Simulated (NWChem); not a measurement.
# KF; SMILES [F][K]

Results from NWChem. Pople sets run with spherical d functions. The geometry was optimised at PBE0/def2-SVP. Static field.

| level | basis functions | isotropic polarisability (bohr³) | anisotropy (bohr³) |
|---|---|---|---|
| CAM-B3LYP/6-31G* | 36 | 17.6 | 10.5 |
| CAM-B3LYP/6-31+G* | 44 | ___ | 5.7 |
| CAM-B3LYP/def2-SVP | 38 | 14.5 | 4.0 |
| CAM-B3LYP/def2-SVPD | 50 | 15.7 | 4.5 |
| CAM-B3LYP/def2-TZVP | 64 | 14.4 | 4.7 |
| CAM-B3LYP/Sadlej pVTZ | 64 | 16.3 | 4.5 |
| CAM-B3LYP/def2-TZVPD | 76 | 16.8 | 5.4 |

### Question
Complete the blanks.

### Answer

- CAM-B3LYP/6-31+G*, isotropic polarisability (bohr³): 12.9
